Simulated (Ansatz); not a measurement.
The first iterations of a band of CH₉AlGeOSi (14 atoms, charge 0, multiplicity 1).

Method: RKS B3LYP/def2-SVP (Ansatz).

```yaml
movable_images: 2
climbing_image: yes
spring: 5.0 eV/Å²
optimiser: quadratic models (default)
start_path: through a guess of the saddle point
force_threshold: 0.05 eV/Å
iteration_limit: 60
end_points: relaxed
```

Initial state:

```xyz
14
Properties=species:S:1:pos:R:3
C -1.864 0.932 1.195
O -1.048 -0.194 0.969
Si 0.528 -0.154 0.377
Al 1.407 -2.449 0.500
Ge 0.603 0.768 -1.865
H -2.098 1.472 0.257
H -2.814 0.597 1.641
H -1.393 1.653 1.892
H 1.347 0.808 1.199
H 2.922 -2.720 0.100
H 0.487 -3.665 0.938
H 2.075 0.908 -2.322
H -0.053 2.165 -1.967
H -0.112 -0.150 -2.885
```

Final state:

```xyz
14
Properties=species:S:1:pos:R:3
C -1.842 0.544 1.534
O -1.195 0.547 0.284
Si 0.450 0.256 0.052
Al 1.129 -2.042 0.667
Ge 0.823 0.761 -2.270
H -1.479 1.359 2.190
H -2.922 0.692 1.374
H -1.707 -0.414 2.075
H 1.261 1.254 0.840
H 2.613 -2.529 0.364
H 0.109 -3.070 1.326
H 2.328 0.643 -2.606
H 0.359 2.193 -2.614
H 0.060 -0.223 -3.186
```

| iteration | highest image above the first end (eV) | largest band force component (eV/Å) |
| --- | --- | --- |
| 1 | 2.186 | 7.554 |
| 2 | 0.556 | 2.379 |
| 3 | 0.109 | 0.894 |

Task: Does the band converge within its limit, and where does its top end?

Result: It converged. It ended after 10 iterations with the highest image 0.058 eV above the first end. Another band between the same ends (5 images) ends at a top of the same energy, where a vibrational analysis finds 1 clearly imaginary mode. So few images can step over the top or miss a turn of the path.

Run time: 120 s on 2 threads of Arm Neoverse V1 (shared host), peak memory 0.39 GiB.
